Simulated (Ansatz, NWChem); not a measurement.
**CH7BGe (SMILES C[BH][GeH3]): the electronic atomisation energy, rung by rung**

CH7BGe: 10 atoms, total charge 0, spin state singlet. As SMILES, `C[BH][GeH3]`. The shape is that of a PBE0-D4/def2-TZVP optimisation.

Quantity: the electronic atomisation energy, in eV. The values are calculated. Electronic energies at fixed atoms, without zero-point motion or spin-orbit coupling.

```tsv
level	kind	program	value (eV)	less CCSD(T)/def2-SVP	CPU time (all runs)
r2SCAN/def2-SVP	meta-GGA	Ansatz	33.65	+1.73	25 s
PBE0/def2-SVP	global hybrid	NWChem	33.41	+1.49	24 s
BHLYP/def2-SVP	global hybrid	Ansatz	32.98	+1.06	12 s
PBE-QIDH/def2-SVP	double hybrid	Ansatz	33.10	+1.18	13 s
RPA@PBE/def2-SVP	RPA	Ansatz	31.05	-0.87	19 s
MP2/def2-SVP	perturbation theory	NWChem	31.79	-0.13	40 s
BCCD(T)/def2-SVP	coupled cluster or CI	Ansatz	31.92	0.00	36 s
CCSD(T)/def2-SVP	coupled cluster or CI	NWChem	31.92	0.00	2.2 min
```

CCSD(T)/def2-SVP is the highest level here, not the true value. All-electron rows without a relativistic Hamiltonian named are non-relativistic. Correlated wave functions underbind in double-zeta sets. The values span 31.05 to 33.65 eV. In the correlated wave-function rows the outer d shell of Ge is correlated, in sets not made for it. Times are those of the runs behind each value, whatever else they computed, on shared processors of several kinds: orders of magnitude only.
